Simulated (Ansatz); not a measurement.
`COB(O)Br` at its PBE0-D4/def2-TZVP geometry, where that method's forces vanish. The species carries charge 0 and has multiplicity 1.

```tsv
atom	x (Å)	y (Å)	z (Å)
C1	-1.048	0.732	0.722
O2	0.271	0.677	0.217
B3	0.788	-0.358	-0.454
O4	2.065	-0.285	-0.885
Br5	-0.262	-1.969	-0.822
H6	-1.226	-0.071	1.441
H7	-1.780	0.652	-0.085
H8	-1.161	1.694	1.220
H9	2.352	-1.071	-1.355
```

Task: For each bond, give half the difference of the two atoms' forces along it (eV/Å; positive pushes the atoms apart) under PBE-D4, r2SCAN-D4, B3LYP-D4, ωB97M-V in def2-TZVPP. (Estimate.)

Result: Computed: 
```json
{"bond": "C1–O2", "length (Å)": "1.413", "PBE-D4": "0.19", "r2SCAN-D4": "0.27", "B3LYP-D4": "0.30", "ωB97M-V": "0.26"}
{"bond": "C1–H6", "length (Å)": "1.092", "PBE-D4": "0.08", "r2SCAN-D4": "-0.06", "B3LYP-D4": "-0.09", "ωB97M-V": "-0.11"}
{"bond": "C1–H7", "length (Å)": "1.092", "PBE-D4": "0.08", "r2SCAN-D4": "-0.06", "B3LYP-D4": "-0.09", "ωB97M-V": "-0.11"}
{"bond": "C1–H8", "length (Å)": "1.089", "PBE-D4": "0.08", "r2SCAN-D4": "-0.08", "B3LYP-D4": "-0.13", "ωB97M-V": "-0.10"}
{"bond": "O2–B3", "length (Å)": "1.338", "PBE-D4": "0.26", "r2SCAN-D4": "0.04", "B3LYP-D4": "-0.08", "ωB97M-V": "0.00"}
{"bond": "B3–O4", "length (Å)": "1.350", "PBE-D4": "0.30", "r2SCAN-D4": "0.10", "B3LYP-D4": "0.05", "ωB97M-V": "0.12"}
{"bond": "B3–Br5", "length (Å)": "1.958", "PBE-D4": "-0.05", "r2SCAN-D4": "0.01", "B3LYP-D4": "0.19", "ωB97M-V": "-0.01"}
{"bond": "O4–H9", "length (Å)": "0.959", "PBE-D4": "0.34", "r2SCAN-D4": "-0.01", "B3LYP-D4": "-0.04", "ωB97M-V": "-0.09"}
```

B3LYP here is the variant with VWN-RPA as its local correlation; programs differ in this.
